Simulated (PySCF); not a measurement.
Excitation energy of Si by level of theory

Si [Ne] 3s2 3p2 (3P) → Si [Ne] 3s1 3p2 4s1 (5P), as a difference of total energies. All numbers are calculated (PySCF 2.14, no relativity, point nucleus, in dyall-av3z). Correlated levels: valence: [Ne] frozen; virtual orbitals above 40 to 60 times the deepest correlated orbital energy dropped. The calculations carry no spin-orbit coupling.

| method | excitation energy (eV) |
| --- | --- |
| UHF | 8.464 |
| LDA | 10.064 |
| PBE | 9.980 |
| PBE0 | 9.908 |
| r2SCAN | 9.689 |
| M06 | 10.212 |
| PW91 | 10.002 |
| MN15 | 10.121 |
| MP2 (valence) | 9.601 |
| SCS-MP2 (valence) | 9.959 |

Problem. How much does correlation contribute at MP2 (valence)?

Solution. 9.601 − (8.464) = 1.137 eV, measured against UHF.

The upper state lies above the first ionisation limit, but in LS coupling its spin forbids autoionisation to the ground ion. A Rydberg-like electron needs more diffuse functions than a valence basis has.

The promoted electron is Rydberg-like, and one or two diffuse shells describe it only roughly, which tends to raise the upper state.
